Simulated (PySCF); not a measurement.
**Partial charges of `Cn1cnnc1-c1ccccc1`**

C9H9N3.
Z-matrix (Å and degrees, GFN2-xTB geometry), rows numbered from 1:
```
C 
N   1  1.4350
C   2  1.3617  1  126.67
N   3  1.2979  2  110.86  1   176.04
N   4  1.3370  3  107.72  2    -0.36
C   5  1.3095  4  108.53  3     0.48
C   6  1.4539  2  126.38  1     3.87
C   7  1.3928  6  122.43  2    37.71
C   8  1.3835  7  120.07  6   179.55
C   9  1.3844  8  120.30  7    -0.21
C  10  1.3861  9  119.85  8    -0.89
C  11  1.3809 10  120.18  9     0.87
H   1  1.0933  2  111.06  3    91.39
H   1  1.0906  2  109.19  3   -28.31
H   1  1.0902  2  109.65  3  -147.90
H   3  1.0707  2  123.63  1    -3.84
H   8  1.0799  7  120.45  6     1.67
H   9  1.0804  8  119.62  7  -179.95
H  10  1.0799  9  120.03  8   179.78
H  11  1.0798 10  119.96  9  -179.13
H  12  1.0785  7  118.53  6     0.12
```

Density: PBE0/pcSseg-1 (PySCF); schemes: Mulliken, IAO, Hirshfeld and ESP-fitted. Geometry: GFN2-xTB, one conformer, isolated molecule.

For which atoms does the sign change between the 4 schemes (beyond +0.03 e in one, beyond −0.03 e in another)?

C12. Atomic charges aren't observables, and each scheme defines them in its own way.

Do the Mulliken, IAO, Hirshfeld and ESP-fitted schemes agree on where the charge is lowest?

The schemes don't all agree: Mulliken N2 (-0.675); IAO C1 (-0.313); Hirshfeld N4 (-0.166); ESP-fitted C1 (-0.549).

Do the Mulliken, IAO, Hirshfeld and ESP-fitted schemes agree on where the charge is highest?

The schemes don't all agree: Mulliken C6 (+0.478); IAO H21 (+0.174); Hirshfeld C6 (+0.079); ESP-fitted C6 (+0.696).

Give the atomic charges in each scheme.

In e:

```
atom                          environment  Mulliken     IAO  Hirshfeld  ESP-fitted
  C1                      N-methyl carbon    -0.059  -0.313     -0.048      -0.549
  N2                pyrrole-type nitrogen    -0.675  -0.098     -0.008      -0.029
  C3  aromatic CH next to a ring nitrogen    +0.269  +0.009     +0.029      +0.144
  N4               pyridine-type nitrogen    -0.255  -0.214     -0.166      -0.370
  N5               pyridine-type nitrogen    -0.289  -0.232     -0.156      -0.396
  C6          substituted aromatic carbon    +0.478  +0.158     +0.079      +0.696
  C7          substituted aromatic carbon    -0.241  -0.022     -0.007      -0.371
  C8                   aromatic CH carbon    -0.019  -0.159     -0.051      -0.018
  C9                   aromatic CH carbon    -0.074  -0.150     -0.048      -0.120
 C10                   aromatic CH carbon    -0.067  -0.148     -0.044      -0.164
 C11                   aromatic CH carbon    -0.068  -0.146     -0.042      -0.076
 C12                   aromatic CH carbon    +0.036  -0.133     -0.038      -0.061
 H13                      methyl hydrogen    +0.138  +0.155     +0.054      +0.191
 H14                      methyl hydrogen    +0.137  +0.164     +0.062      +0.202
 H15                      methyl hydrogen    +0.152  +0.171     +0.056      +0.199
 H16                    aromatic hydrogen    +0.095  +0.170     +0.069      +0.120
 H17                    aromatic hydrogen    +0.077  +0.146     +0.046      +0.091
 H18                    aromatic hydrogen    +0.090  +0.155     +0.052      +0.127
 H19                    aromatic hydrogen    +0.093  +0.156     +0.053      +0.141
 H20                    aromatic hydrogen    +0.095  +0.158     +0.055      +0.124
 H21                    aromatic hydrogen    +0.088  +0.174     +0.052      +0.119
```

Mean size of the charges over all atoms: ESP-fitted 0.205 e, Mulliken 0.166 e, IAO 0.154 e, Hirshfeld 0.058 e. Each set sums to the total charge, 0, to within 0.001 e. The IAO scheme counts the electrons in orthogonalised intrinsic atomic orbitals, a minimal basis polarised so that it spans the occupied orbitals exactly.

How closely do the schemes follow one another over all atoms?

Correlation coefficient and root-mean-square difference: IAO with Hirshfeld 0.89, 0.108 e; IAO with ESP-fitted 0.80, 0.167 e; Hirshfeld with ESP-fitted 0.79, 0.217 e; Mulliken with ESP-fitted 0.70, 0.195 e; Mulliken with Hirshfeld 0.62, 0.193 e; Mulliken with IAO 0.60, 0.185 e.

How many electrons does the IAO scheme count on N4?

Z − q = 7 − (-0.214) = 7.214.

Sum the charges by element.

```csv
element,atoms,Mulliken,IAO,Hirshfeld,ESP-fitted
C,9,+0.256,-0.905,-0.170,-0.518
N,3,-1.219,-0.544,-0.330,-0.794
H,9,+0.963,+1.448,+0.500,+1.313
```
